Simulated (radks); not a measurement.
Spherical jellium clusters: N electrons in a uniform positive sphere of charge N and radius rs N^(1/3), rs = 2.89 bohr. Calculated with a radial shooting solver with Libxc functionals: non-relativistic Kohn-Sham, exchange-only LDA, spin-polarised, spherical densities. Levels are named by radial order and angular momentum (1s, 1p, 1d, 2s, ...), and open shells are averaged over m.

N = 18, configuration 1s2 1p6 1d10. This is the lowest configuration that the search found. Occupied and some empty levels:

level,occupation,eigenvalue (eV),<r> (bohr)
1s,2,-6.6874,4.477
1p,6,-4.9390,5.647
1d,10,-2.9930,6.560
2s,0,-2.6384,6.000
1f,0,-0.93814,7.642
2p,0,-0.72110,8.803

Energy (eV): total -10.8849, kinetic 53.889, external -1354.6, Hartree 658.85, exchange-correlation -67.421, background 698.43. Static polarisability (adiabatic kernel): 688.0 bohr^3, against R^3 = 434.5 for a classical metal sphere.

Electron density:

r (bohr),n(r) (e/bohr^3)
0.570,0.005499
1.20,0.006002
1.84,0.006873
2.47,0.008050
3.11,0.009364
3.74,0.01053
4.38,0.01118
5.01,0.01102
5.65,0.009883
6.28,0.007945
6.92,0.005655
7.55,0.003570
8.18,0.002051
8.82,0.001110
9.45,0.0005791
10.1,0.0002942
10.7,0.0001483
11.4,0.00007332
12.0,0.00003645
12.6,0.00001787
